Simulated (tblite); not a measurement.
Parent: `[F:1][Si:2]1([PH2:3])[CH2:4][CH2:5][CH2:6][CH2:7]1` with F1–Si2–P3–H -61° and -154°, F1–Si2–C4–C5 96°, Si2–C4–C5–C6 38°, C4–C5–C6–C7 -51°, C5–C6–C7–Si2 37°, C4H10FPSi.

Computed geometry: GFN2-xTB, gas phase. One conformer each, not checked by frequencies here.

```
coordinate of the parent    value
                  F1–Si2  1.630 Å
                  Si2–P3  2.244 Å
                  Si2–C4  1.903 Å
                   C4–C5  1.530 Å
                   C5–C6  1.528 Å
                   C6–C7  1.532 Å
                  Si2–C7  1.912 Å
               F1–Si2–P3   105.6°
               F1–Si2–C4   110.1°
               F1–Si2–C7   107.8°
               P3–Si2–C4   115.1°
               P3–Si2–C7   123.5°
               C4–Si2–C7    94.2°
               Si2–C4–C5   103.9°
                C4–C5–C6   108.4°
                C5–C6–C7   108.4°
               Si2–C7–C6   103.8°
```

Task: How does the shared frame change in `[CH2:1]=[CH:2][C@@H:3]1[CH2:4][CH2:5][CH2:6][Si@:7]1([F:8])[PH2:9]` with C1–C2–C3–C4 -135°, C6–Si7–P9–H 89° and -178°, C2–C3–C4–C5 -161°, C3–C4–C5–C6 53°, C4–C5–C6–Si7 -38°, C5–C6–Si7–F8 -99°, C6H12FPSi? Atoms pair as F1 = F8, Si2 = Si7, P3 = P9, C4 = C6, C5 = C5, C6 = C4, C7 = C3 (parent first).

Result: 
```json
{"parent": "F1–Si2", "relative": "F8–Si7", "value in the relative": "1.638 Å", "change": "+0.008"}
{"parent": "Si2–P3", "relative": "Si7–P9", "value in the relative": "2.241 Å", "change": "-0.003"}
{"parent": "Si2–C4", "relative": "Si7–C6", "value in the relative": "1.903 Å", "change": "0.000"}
{"parent": "C4–C5", "relative": "C6–C5", "value in the relative": "1.531 Å", "change": "+0.001"}
{"parent": "C5–C6", "relative": "C5–C4", "value in the relative": "1.526 Å", "change": "-0.002"}
{"parent": "C6–C7", "relative": "C4–C3", "value in the relative": "1.534 Å", "change": "+0.002"}
{"parent": "Si2–C7", "relative": "Si7–C3", "value in the relative": "1.919 Å", "change": "+0.007"}
{"parent": "F1–Si2–P3", "relative": "F8–Si7–P9", "value in the relative": "112.4°", "change": "+6.8"}
{"parent": "F1–Si2–C4", "relative": "F8–Si7–C6", "value in the relative": "108.7°", "change": "-1.4"}
{"parent": "F1–Si2–C7", "relative": "F8–Si7–C3", "value in the relative": "108.7°", "change": "+0.9"}
{"parent": "P3–Si2–C4", "relative": "P9–Si7–C6", "value in the relative": "117.3°", "change": "+2.2"}
{"parent": "P3–Si2–C7", "relative": "P9–Si7–C3", "value in the relative": "113.4°", "change": "-10.1"}
{"parent": "C4–Si2–C7", "relative": "C6–Si7–C3", "value in the relative": "94.9°", "change": "+0.7"}
{"parent": "Si2–C4–C5", "relative": "Si7–C6–C5", "value in the relative": "103.4°", "change": "-0.5"}
{"parent": "C4–C5–C6", "relative": "C6–C5–C4", "value in the relative": "108.4°", "change": "0.0"}
{"parent": "C5–C6–C7", "relative": "C5–C4–C3", "value in the relative": "108.8°", "change": "+0.4"}
{"parent": "Si2–C7–C6", "relative": "Si7–C3–C4", "value in the relative": "102.5°", "change": "-1.3"}
```

Of the parent's bonds, F1–Si2 and Si2–C7 change most and about equally (+0.007 to +0.008 Å). Bonds of the relative outside the shared frame: C1=C2 1.321, C2–C3 1.486 Å. Point group C1 → C1.

Task: How does the shared frame change in `[F:1][Si@@:2]1([PH2:3])[CH2:4][CH2:5][CH2:6][C@@H:7]1[CH2:8][SiH3:9]` with F1–Si2–P3–H 60° and -33°, C6–C7–C8–Si9 167°, F1–Si2–C4–C5 102°, Si2–C4–C5–C6 36°, C4–C5–C6–C7 -53°, C5–C6–C7–C8 166°, C5H14FPSi2? Atoms pair as F1 = F1, Si2 = Si2, P3 = P3, C4 = C4, C5 = C5, C6 = C6, C7 = C7 (parent first).

Result: 
```json
{"parent": "F1–Si2", "relative": "F1–Si2", "value in the relative": "1.638 Å", "change": "+0.008"}
{"parent": "Si2–P3", "relative": "Si2–P3", "value in the relative": "2.244 Å", "change": "0.000"}
{"parent": "Si2–C4", "relative": "Si2–C4", "value in the relative": "1.905 Å", "change": "+0.002"}
{"parent": "C4–C5", "relative": "C4–C5", "value in the relative": "1.531 Å", "change": "+0.001"}
{"parent": "C5–C6", "relative": "C5–C6", "value in the relative": "1.526 Å", "change": "-0.002"}
{"parent": "C6–C7", "relative": "C6–C7", "value in the relative": "1.534 Å", "change": "+0.002"}
{"parent": "Si2–C7", "relative": "Si2–C7", "value in the relative": "1.909 Å", "change": "-0.003"}
{"parent": "F1–Si2–P3", "relative": "F1–Si2–P3", "value in the relative": "112.4°", "change": "+6.8"}
{"parent": "F1–Si2–C4", "relative": "F1–Si2–C4", "value in the relative": "109.1°", "change": "-1.0"}
{"parent": "F1–Si2–C7", "relative": "F1–Si2–C7", "value in the relative": "109.8°", "change": "+2.0"}
{"parent": "P3–Si2–C4", "relative": "P3–Si2–C4", "value in the relative": "115.2°", "change": "+0.1"}
{"parent": "P3–Si2–C7", "relative": "P3–Si2–C7", "value in the relative": "114.1°", "change": "-9.4"}
{"parent": "C4–Si2–C7", "relative": "C4–Si2–C7", "value in the relative": "95.0°", "change": "+0.8"}
{"parent": "Si2–C4–C5", "relative": "Si2–C4–C5", "value in the relative": "103.5°", "change": "-0.4"}
{"parent": "C4–C5–C6", "relative": "C4–C5–C6", "value in the relative": "108.3°", "change": "-0.1"}
{"parent": "C5–C6–C7", "relative": "C5–C6–C7", "value in the relative": "108.5°", "change": "+0.1"}
{"parent": "Si2–C7–C6", "relative": "Si2–C7–C6", "value in the relative": "102.0°", "change": "-1.8"}
```

Of the parent's bonds, F1–Si2 changes most (+0.008 Å). Bonds of the relative outside the shared frame: C7–C8 1.526, C8–Si9 1.901 Å. Point group C1 → C1.
